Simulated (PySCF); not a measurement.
CH₆O₃Sn, SMILES C[O][SnH]([OH])[OH]. Geometry: B3LYP-D3(BJ)/def2-SVP. The structure was generated by enumeration; whether it is a known compound was not checked. The def2 effective core potentials stand for the cores of Sn; spin–orbit coupling is left out. The values are those of a single conformer.

Computed equilibrium geometry at B3LYP-D3(BJ)/def2-SVP (PySCF confirms it by a frequency run) as Cartesian coordinates in Å (one conformer of several):
```xyz
11

Sn     0.2623    -0.0747     0.3443
O      1.6572     1.3051     0.0614
O      0.6324    -1.6878    -0.7545
O     -1.3448     0.8253    -0.4122
C     -2.4545     0.0860    -0.8727
H      0.1498    -0.5861     1.9675
H      1.2841     2.0491    -0.4353
H      0.9553    -1.4568    -1.6374
H     -3.0903     0.7513    -1.4822
H     -3.0791    -0.3015    -0.0432
H     -2.1648    -0.7763    -1.5036
```
